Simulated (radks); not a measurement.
Q: Species: the gadolinium ion Gd48+. Configuration: [Ne] 3s2 3p4 (the NIST ground configuration). All-electron calculation, Dirac Kohn-Sham, PBE, spin-unpolarised, spherical densities, finite nucleus; open shells fill j = l - 1/2 first; Fermi nuclear charge, rms radius 5.1569 fm. Program: a radial shooting solver on a logarithmic mesh with Libxc functionals.

Spin-orbit splittings of the eigenvalues, e(l+1/2) - e(l-1/2), with zeta = 2 splitting/(2l+1) and mean radii in bohr:

shell  occ.  splitting (eV)  zeta (eV)  <r> j=l-1/2  <r> j=l+1/2
2p        6           711.6      474.4      0.07652      0.08311
3p        4               ?          ?       0.2114       0.2214

Estimate the 3p splitting.

A: 181.1 eV (zeta = 120.8 eV).
